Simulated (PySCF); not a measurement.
Species: CH7FGeSi2.
Geometry (PBE0-D3(BJ)/def2-SVP, Å), atoms numbered from 1 in this order:
```xyz
12
CH7FGeSi2 angstrom
F      0.149    2.878   -0.813
Si     0.343    1.271   -1.019
Si    -0.988   -0.268    0.165
C      0.562   -1.355    0.375
Ge     1.972    0.051    0.248
H      0.437    1.022   -2.491
H     -2.174   -0.928   -0.465
H     -1.392    0.319    1.481
H      0.598   -1.959    1.293
H      0.667   -2.035   -0.487
H      2.233    0.659    1.638
H      3.297   -0.431   -0.373
```

Computed, not measured: PBE0-D3(BJ)/def2-SVP geometry optimisation, gas phase (PySCF 2.14.0).

Take the most abundant isotopes and a rigid rotor. The values belong to one conformer with, in the numbering `[F:1][Si@@H:2]1[SiH2:3][CH2:4][GeH2:5]1`, F1–Si2–Si3–C4 -140°, Si2–Si3–C4–Ge5 26°, Si3–C4–Ge5–Si2 -25°, F1–Si2–Ge5–C4 139°.

Q: What are A, B and C (cm⁻¹)?

A: Ia = 217.10, Ib = 303.58, Ic = 477.12 u·Å²; 505379 MHz·u·Å²/I gives 2328, 1665 and 1059 MHz, that is A = 0.07765, B = 0.05553, C = 0.03533 cm⁻¹.

Q: Classify the top.

A: An asymmetric top. Ray's parameter κ = (2B − A − C)/(A − C) = -0.045; −1 is the prolate and +1 the oblate limit.

Q: Is it planar, by Δ = Ic − Ia − Ib?

A: Not planar: Δ = Ic − Ia − Ib = -43.56 u·Å². For a rigid frame Δ = −2 Σ m c², so Σ m c² = 21.78 u·Å² lies off the ab plane: 11.62 from hydrogen and 10.16 from heavier atoms. The atom farthest from that plane is 1.92 Å away.

Q: List the rotational levels J(Ka,Kc) to J = 3 (MHz).

A: Above 0(0,0):
J = 1: 1(0,1) 2724, 1(1,1) 3387, 1(1,0) 3993
J = 2: 2(0,2) 7905, 2(1,2) 8229, 2(1,1) 10046, 2(2,1) 12035, 2(2,0) 12302
J = 3: 3(0,3) 15237, 3(1,3) 15351, 3(1,2) 18902, 3(2,2) 20207, 3(2,1) 21314, 3(3,1) 25179, 3(3,0) 25261

Q: Predict some low-J microwave lines.

A: The dipole components are |μa| = 1.46 D, |μb| = 0.92 D, |μc| = 0.80 D. The squared components, which scale the intensities, stand as 1.00 : 0.39 : 0.30 (a : b : c). Some of the stronger lines:

```csv
type,branch,"J(Ka,Kc)",MHz,lower level (cm⁻¹)
c,Q,"1(1,1) ← 1(0,1)",663,0.091
c,Q,"4(2,3) ← 4(1,3)",664,1.008
c,Q,"3(2,2) ← 3(1,2)",1305,0.630
c,Q,"2(2,1) ← 2(1,1)",1990,0.335
c,Q,"4(3,2) ← 4(2,2)",2973,1.117
a,Q,"3(1,2) ← 3(1,3)",3551,0.512
b,Q,"3(1,2) ← 3(0,3)",3665,0.508
b,Q,"3(3,0) ← 3(2,1)",3947,0.711
a,R,"2(1,2) ← 1(1,1)",4842,0.113
b,Q,"4(1,3) ← 4(0,4)",5589,0.822
c,Q,"4(4,1) ← 4(3,1)",5968,1.232
a,R,"3(1,3) ← 2(1,2)",7122,0.275
a,R,"3(0,3) ← 2(0,2)",7332,0.264
c,R,"2(2,0) ← 1(1,0)",8309,0.133
c,R,"2(2,1) ← 1(1,1)",8648,0.113
b,R,"2(2,0) ← 1(1,1)",8915,0.113
b,R,"4(0,4) ← 3(1,3)",9281,0.512
a,R,"4(1,4) ← 3(1,3)",9314,0.512
b,R,"4(1,3) ← 3(2,2)",10014,0.674
b,R,"3(2,2) ← 2(1,1)",10161,0.335
a,R,"4(2,3) ← 3(2,2)",10678,0.674
c,R,"3(3,1) ← 2(2,1)",13143,0.401
b,R,"4(4,0) ← 3(3,1)",17753,0.840
```

No frequency check. These are rigid-rotor constants of the computed structure; measured ground-state constants (B0) also hold zero-point vibration.
